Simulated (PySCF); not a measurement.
Compound: C4H3BF2O.
Z-matrix (Å and degrees, GFN2-xTB geometry), rows numbered from 1:
```
C 
C   1  1.3201
O   2  1.4000  1  129.79
C   3  1.4279  2   89.06  1  -179.62
B   4  1.5330  3  126.42  2   179.63
F   5  1.3159  4  118.08  3  -179.68
C   4  1.3621  3   92.29  2    -0.15
F   7  1.3236  2  133.80  1    -0.20
H   1  1.0754  2  120.91  3    -0.03
H   1  1.0750  2  120.46  3   179.89
H   5  1.1700  4  123.40  3     0.19
```

The closed-shell ground state was solved at several levels (PySCF, density fitting, gas phase, non-relativistic).

```csv
level,basis functions,total energy (Eh),HOMO (eV),LUMO (eV),gap (eV),dipole (D)
B3LYP/pcJ-1,246,-453.9510,-6.98,-2.80,4.18,2.12
PBE0/pcSseg-1,151,-453.4103,-7.23,-2.63,4.60,2.10
```

(1) What might CAM-B3LYP/def2-SVPD (193 basis functions) give for the same quantities?

(2) Over all these levels, which gives the widest orbital gap and which the narrowest?

(3) How far do the dipole and the HOMO energy spread over the levels?

Results:

(1) Total energy -453.4520 Eh, HOMO -8.66 eV, LUMO -1.67 eV, gap 6.99 eV, dipole 1.98 D.

(2) CAM-B3LYP/def2-SVPD (range-separated hybrid) has the widest, 6.99 eV, and B3LYP/pcJ-1 (global hybrid, 20 % exact exchange) the narrowest, 4.18 eV. Functional and basis both differ between the two, so the spread mixes both effects.

(3) The dipole runs from 1.98 to 2.12 D (mean 2.07 D) and the HOMO from -8.66 to -6.98 eV.

One conformer stands for the species.
